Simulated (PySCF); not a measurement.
The vertical singlet excitations below were computed for one of the candidates. Level of theory: TDDFT CAM-B3LYP/def2-SVPD, vertical, gas phase, core orbitals frozen in the response (PySCF 2.14.0, density-fitted response routines). Geometries: PBE0-D3(BJ)/def2-SVP, one conformer each.

```csv
state,E (eV),λ (nm),f
S1,3.27,378.7,0.0002
S2,6.13,202.1,0.065
S3,6.24,198.6,0.0050
S4,6.46,192.1,0.0003
S5,6.73,184.2,0.0036
S6,7.05,175.9,0.021
S7,7.31,169.6,0.100
S8,7.57,163.7,0.044
S9,7.65,162.1,0.025
S10,7.83,158.3,0.085
```

Triplets computed (Tamm–Dancoff): 2.61, 5.66, 5.76, 5.95 eV.

Question: Which structure fits?
A. `OC/C=N/[H]`
B. `[SiH3]O[SiH3]`
C. `O=C[SiH2][SiH3]`

Answer: C. Its S1, at 3.27 eV, is the lowest among the candidates; the nearest of the others has S1 at 5.78 eV. S1 is HOMO→LUMO (95%). Löwdin shares by element: HOMO oxygen 48%, carbon 22%, silicon 13% or more, hydrogen 10% or more; LUMO carbon 38%, oxygen 34%, silicon 14% or more, hydrogen 6% or more. At the same level the other candidates give, for their lowest levels:
- `[H]/N=C/CO`: 5.78 eV (f 0.001); 6.63 eV (f 0.057); 7.60 eV (f 0.000); 7.76 eV (f 0.017); 7.91 eV (f 0.000); T1 4.98 eV; HOMO -9.36, LUMO 0.61 eV
- `[SiH3]O[SiH3]`: 7.20 eV (f 0.001); 7.38 eV (f 0.001); 8.20 eV (f 0.000); 8.28 eV (f 0.002); 8.39 eV (f 0.062); T1 6.85 eV; HOMO -10.07, LUMO 0.65 eV

The values belong to the conformer `[O:1]=[CH:2][SiH2:3][SiH3:4]`: O1–C2–Si3–Si4 -3°.
